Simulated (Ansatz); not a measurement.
Species: C5H7, net charge -1, singlet state. It need not be the lowest isomer of its formula. Whether it binds its extra electron was not tested at this geometry. 
Structure (B3LYP-D3(BJ)/def2-TZVP (Ansatz, an electronic-structure program) minimum search):
```xyz
12

C      2.5188    -0.2574     0.2166
C      1.1576    -0.3714     0.2079
C      0.2024     0.6198    -0.2587
C     -1.1476     0.5856    -0.3002
C     -2.0153    -0.5530     0.1542
H      2.7636     0.7508    -0.2070
H      0.7052    -1.2968     0.5866
H      0.6741     1.5304    -0.6313
H     -1.6756     1.4515    -0.6955
H     -2.7114    -0.2493     0.9481
H     -2.6340    -0.9515    -0.6618
H     -1.4168    -1.3767     0.5421
```
Charge -1, spin multiplicity 1.

Total electronic energies in hartree. Correlated levels leave the core frozen unless marked. No spin-orbit coupling. Non-relativistic. CBS marks a two-point X^-3 extrapolation of the correlation energy; Hartree-Fock from the larger set. The bracket is a focal-point correction in the basis named.

The Hartree-Fock reference is unstable (checked in the largest basis), which strains HF and MP2. 

```tsv
level	program	energy (Eh)
revPBE-D3(BJ)/def2-TZVPD	Ansatz + dftd3	-194.69020
revPBE/def2-TZVPD	Ansatz	-194.66767
B3LYP-D3(BJ)/def2-TZVPD	Ansatz + dftd3	-194.74976
PBE0/STO-3G	Ansatz	-191.89818
PBE0/6-31G*	Ansatz	-194.37887
PBE0-D4/def2-TZVP	Ansatz + dftd4	-194.47920
SCS-MP2/aug-cc-pVDZ	Ansatz	-194.02796
SCS-MP2/cc-pwCVTZ	Ansatz	-194.20171
RI-MP2/CBS(aug-cc-pVTZ,aug-cc-pVQZ)+[CCSD(T)-MP2]/aug-cc-pVDZ	Ansatz	-194.3870
```

Totals of different functionals don't rank their quality; only differences between species are comparable.
